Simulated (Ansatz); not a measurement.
Relaxation of CH5AlClN (9 atoms, charge 0, multiplicity 1), to a largest force component of 0.02 eV/Å in at most 50 steps.

Level of theory: RKS PBE/def2-SVP (Ansatz).

```xyz
9
Properties=species:S:1:pos:R:3
N -0.048 1.990 0.091
Al 0.748 0.323 0.003
C -0.388 -1.327 -0.067
Cl 0.783 -2.740 -0.123
H -0.708 2.022 0.907
H -0.725 2.113 -0.754
H 2.372 0.225 -0.011
H -0.949 -1.363 0.850
H -0.999 -1.290 -0.912
```

**Question.** Where does it end, and by what steps?

**Answer.** It converged. After 19 steps the energy has fallen by 0.835 eV; H6 moved furthest, 1.67 Å.

```
step  energy less start (eV)  largest force component (eV/Å)  accepted
   0                  0.0000                           2.969       yes
   1                 -0.2324                           0.799       yes
   2                 -0.2738                           0.428       yes
   3                 -0.2941                           0.242       yes
   4                 -0.3314                           0.610       yes
   5                 -0.4185                           0.905       yes
   6                 -0.5202                           0.853       yes
   7                 -0.6290                           0.553       yes
   8                 -0.7036                           0.399       yes
   9                 -0.7483                           0.154       yes
  10                 -0.7665                           0.145       yes
  11                 -0.7745                           0.326       yes
  12                 -0.7779                           0.634       yes
  13                 -0.7948                           0.225       yes
  14                 -0.8067                           0.108       yes
  15                 -0.8196                           0.175       yes
  16                 -0.8259                           0.330       yes
  17                 -0.8300                           0.274       yes
  18                 -0.8347                           0.073       yes
  19                 -0.8353                           0.018       yes
```

```xyz
9
Properties=species:S:1:pos:R:3
N -0.117 1.772 0.327
Al 0.523 0.295 -0.448
C -0.446 -1.410 -0.199
Cl 0.745 -2.021 1.082
H -0.977 1.827 0.877
H 0.379 2.665 0.378
H 1.870 0.379 -1.294
H -1.447 -1.397 0.275
H -0.442 -2.157 -1.015
```

Time of the run: 26 s on 2 threads of AMD EPYC 7B13 (Zen 3) (shared host), peak memory 0.16 GiB.
